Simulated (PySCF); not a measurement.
## How methods differ on the excitation energy of Ir

Ir [Xe] 4f14 5d7 6s2 (4F) → Ir [Xe] 4f14 5d6 6s2 7s1 (6D), as a difference of total energies. Computed with PySCF 2.14 in aug-cc-pVDZ-PP with ECP60MDF (5s5p4d2f, 54 functions), with scalar relativity through the core potential. Correlated levels: valence: 5s2 5p6 frozen. The calculations carry no spin-orbit coupling.

```tsv
method	excitation energy (cm⁻¹)
UHF	57044
MP2 (valence)	66331
SCS-MP2 (valence)	67337
CCSD (valence)	65759
CCSD(T) (valence)	66136
```

The promoted electron is Rydberg-like, and one or two diffuse shells describe it only roughly, which tends to raise the upper state.
